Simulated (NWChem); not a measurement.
System: CdGeH₄; SMILES [GeH3][CdH]

Program: NWChem. Structure relaxed at the PBE0/def2-SVP (def2 core potentials past Kr) level.

For level B3LYP/3-21G, non-relativistic:

highest occupied level (eV): -6.73
orbital gap (eV): 5.54
dipole (D): 0.34

Q: How do the values read with level B3LYP/STO-3G, non-relativistic instead?

A: 
| Quantity | Value |
|---|---|
| highest occupied level (eV) | -3.86 |
| orbital gap (eV) | 7.51 |
| dipole (D) | 0.87 |
